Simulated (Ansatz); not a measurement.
Mulliken charges of `O=C(O)[SiH2][SeH]` from PBE/def2-TZVPP in Ansatz (PBE0-D4/def2-TZVP geometry).

| atom | x (Å) | y (Å) | z (Å) | charge (e) |
| --- | --- | --- | --- | --- |
| O1 | 1.363 | -1.561 | 0.803 | -0.249 |
| C2 | 0.894 | -0.521 | 0.428 | 0.179 |
| O3 | 1.344 | 0.675 | 0.851 | -0.218 |
| Si4 | -0.560 | -0.367 | -0.822 | 0.238 |
| Se5 | -2.345 | 0.662 | 0.133 | -0.145 |
| H6 | 2.065 | 0.508 | 1.479 | 0.192 |
| H7 | -0.066 | 0.368 | -2.012 | -0.037 |
| H8 | -0.997 | -1.736 | -1.165 | -0.031 |
| H9 | -1.610 | 1.925 | 0.287 | 0.071 |

**Question.** By hand: the dipole of these point charges (1 e Å = 4.8032 D).

**Answer.** Σ q r = (0.050, 0.239, -0.109) e Å, of length 0.267 e Å = 1.28 D.

**Question.** How does the dipole of the full density compare? (Best estimate.)

**Answer.** The calculation gave: (0.086, 0.340, -0.031) e Å, 1.69 D; the point charges give 0.76 times that, at 19° from its direction.

Point charges leave out the atoms' own dipoles, such as those of lone pairs, and Mulliken's split depends on the basis, so the two needn't agree.
